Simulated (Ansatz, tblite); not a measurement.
Removing and adding an electron: Hf3O6 (the lowest singlet isomer of a short search). Charge 0, multiplicity 1. Geometry: PBE-D4/def2-SVP. Ansatz, gas phase; energy differences of separate SCF runs; the oxidised species was run as a doublet alone; the reduced species was run as a doublet alone.

```tsv
atom	x (Å)	y (Å)	z (Å)
Hf1	-1.701	0.333	1.255
Hf2	1.892	-0.176	0.841
Hf3	-0.357	-0.600	-2.013
O4	2.637	-1.650	1.533
O5	1.340	-0.623	-1.005
O6	-1.720	-0.404	-0.585
O7	0.184	0.109	1.798
O8	-1.950	2.102	1.149
O9	-0.325	0.909	-2.973
```

In the def2 sets Hf takes a core potential; there is no spin–orbit coupling. The xTB rows come from tblite. HOMO above LUMO, or a gap near zero within one spin, warns that the state may not be the lowest or that an electron is smeared out. The structure comes from a short search, and lower isomers may exist.

| level | −HOMO (eV) | vertical IE (eV) | −LUMO (eV) | vertical EA (eV) | HOMO–LUMO gap (eV) | IE − EA (eV) | remarks |
| --- | --- | --- | --- | --- | --- | --- | --- |
| GFN1-xTB | 12.08 | 14.74 | 9.10 | 6.45 | 2.99 | 8.29 | – |
| GFN2-xTB | 11.61 | 14.23 | 8.70 | 6.39 | 2.91 | 7.83 | – |
| PBE-D4/def2-TZVP | 5.85 | 8.20 | 3.46 | 1.87 | 2.39 | 6.33 | gap within one spin near zero (+1 doublet) |
| r2SCAN-D4/def2-TZVP | 6.07 | 8.31 | 3.05 | 1.79 | 3.02 | 6.52 | gap within one spin near zero (+1 doublet) |
| PBE0-D4/def2-TZVP | 7.23 | 8.78 | 2.79 | 1.72 | 4.45 | 7.06 | – |

   Raw xTB energy differences between charge states are shifted by several eV; the methods need an empirical correction for them. Sets without diffuse functions give affinities that are too small.
